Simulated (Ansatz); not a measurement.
Ansatz (an electronic-structure program) input (CCSD(T)/cc-pV(Q+d)Z):
A basis named .json is the Basis Set Exchange file of that set.

Ansatz 0.2 input:
```yaml
crystal:
  periodic: [false, false, false]
  atoms:
    - {symbol: Si, position_ang: [-0.17421370, 0.01730525, 0.07393284]}
    - {symbol: F, position_ang: [-0.09603979, -0.71779577, 1.42822148]}
    - {symbol: F, position_ang: [-0.39291732, 1.53940080, 0.20033015]}
    - {symbol: F, position_ang: [-0.97355835, -0.69396995, -1.04031925]}
    - {symbol: O, position_ang: [1.46070141, -0.12900437, -0.59031091]}
    - {symbol: H, position_ang: [2.27098813, 0.20936210, -0.16421155]}
    - {symbol: H, position_ang: [1.64503139, -0.56831642, -1.44245234]}
basis:
  gaussian:
    orbitals: cc-pV_Q+d_Z.json
total_charge: 1
magnetization: {spin_polarized: false}
correlation: {method: ccsd_t, electrons: outside_noble_gas}
```

End of the output:

```
integrals: 3.99 GiB planned
2111 factors; integrals over basis functions are off by at most 8.3e-4 eV
mean field: 2.14 GiB planned
mean field evaluation 1: about -18046.7573 eV, gradient 6.9e1 eV
mean field evaluation 2: about -18046.8919 eV, gradient 6.9e1 eV
mean field evaluation 4: about -18053.2602 eV, gradient 2.6e0 eV
mean field evaluation 8: about -18053.2992 eV, gradient 2.3e-1 eV
mean field evaluation 16: about -18046.7568 eV, gradient 6.9e1 eV
mean field -18053.29931326 eV, -663.4465127966 hartree, gradient 2.0e-6 eV, S^2 0.000000; 0 other end points of the search recorded, 0 dependent functions left out
9 core orbitals not correlated
reference -18053.29931326 eV, -663.4465127966 hartree; 16, 16 occupied and 319, 319 virtual orbitals, 2111 factors
second order -32.59543061 eV of doubles, -0.00000000 eV of singles
coupled cluster: 4.91 GiB planned
cycle   1  -31.87178235 eV  change    7.2e-1 eV  update   9.8e-2
cycle   2  -32.42421561 eV  change   -5.5e-1 eV  update   2.7e-2
cycle   3  -32.55073181 eV  change   -1.3e-1 eV  update   1.3e-2
cycle   4  -32.52838176 eV  change    2.2e-2 eV  update   2.4e-3
cycle   5  -32.52609092 eV  change    2.3e-3 eV  update   8.7e-4
cycle   6  -32.52678025 eV  change   -6.9e-4 eV  update   2.3e-4
cycle   7  -32.52667783 eV  change    1.0e-4 eV  update   7.7e-5
cycle   8  -32.52661267 eV  change    6.5e-5 eV  update   2.2e-5
cycle   9  -32.52660975 eV  change    2.9e-6 eV  update   6.6e-6
perturbative correction -1.02706496 eV, -0.0377439410 hartree
Total energy: -18086.85298797 eV, -664.6795875987 hartree
```

It need not be the lowest isomer of its formula.
